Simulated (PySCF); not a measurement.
# One molecule, several mistakes: AlBH6NSi cation

All numbers below are calculated, not measured. They come from PySCF 2.14.0, an open-source quantum chemistry program, on an isolated molecule that a program drew, which may never have been made. The molecule is AlBH6NSi cation (charge +1, singlet), drawn as the SMILES string `B[N]([AlH2])[SiH2+]`.

Each row is a Hartree-Fock (HF) and frozen-core CCSD(T) single point in the cc-pV(D+d)Z basis, meant for a local HF minimum. Run 1 is clean. Each other run has one planted mistake out of seven kinds, and not every kind appears here: one electron removed, one electron added, multiplicity raised by two, geometry at a saddle point, minimal basis STO-3G, one bond length entered in bohr, all coordinates scaled. The reference is restricted for singlets and unrestricted otherwise, and also for a bond in bohr. Adding or removing an electron swaps singlet and doublet. Electrons count all cores. HOMO and LUMO are orbital energies over both spins, the gradient is its largest component, and the lowest frequency (negative if imaginary) is given only where the gradient is small. Bond lengths are over the 9 bonds as drawn. T1 is the CCSD diagnostic: over 0.02 (restricted) or 0.045 (unrestricted) a single reference is doubtful.

Geometry of the clean run:
```xyz
10
AlBH6NSi cation, angstrom
B    -0.7647    0.0243    1.5053
N    -0.7204    0.6918    0.1892
Al   -2.0659    0.2637   -1.0928
Si    0.5008    1.7648   -0.0687
H    -1.6343   -0.7574    1.7244
H     0.0733    0.2855    2.3172
H    -3.1235   -0.7773   -0.6401
H    -1.8339    1.0775   -2.4056
H     0.5961    2.4553   -1.3513
H     1.4911    2.0362    0.9678
```

```
run,electrons,basis functions,<S^2>,HOMO (eV),LUMO (eV),gradient (hartree/bohr),lowest frequency (cm^-1),mean bond (Å),longest bond (Å),T1,HF (hartree),CCSD(T) (hartree),mistake
1,44,104,0.000,-16.21,-4.54,1.4e-05,150,1.4941,1.907,0.0134,-613.28456,-613.74011,no fault
2,44,104,0.646,-14.10,-4.64,1.9e-02,-,1.6123,2.260,0.0622,-613.15944,-613.61752,one bond length entered in bohr
3,44,104,0.000,-15.84,-4.59,2.9e-02,-,1.5912,2.031,0.0166,-613.25079,-613.71883,all coordinates scaled
4,44,34,0.000,-14.43,-1.26,3.7e-02,-,1.4941,1.907,0.0197,-606.12391,-606.34501,?
```

**Which mistake was planted in run 4, and what did it cost?**

It has 34 basis functions where the clean run has 104, with the same electrons and geometry. So the mistake is: minimal basis STO-3G. Subtracting run 1 and multiplying by 627.51 kcal/mol a hartree, the energy moved by 4493.4 kcal/mol in HF and 4640.5 kcal/mol in CCSD(T).

Cautions from the logs. Run 2: T1 is over the limit, so its CCSD(T) energy is less reliable.
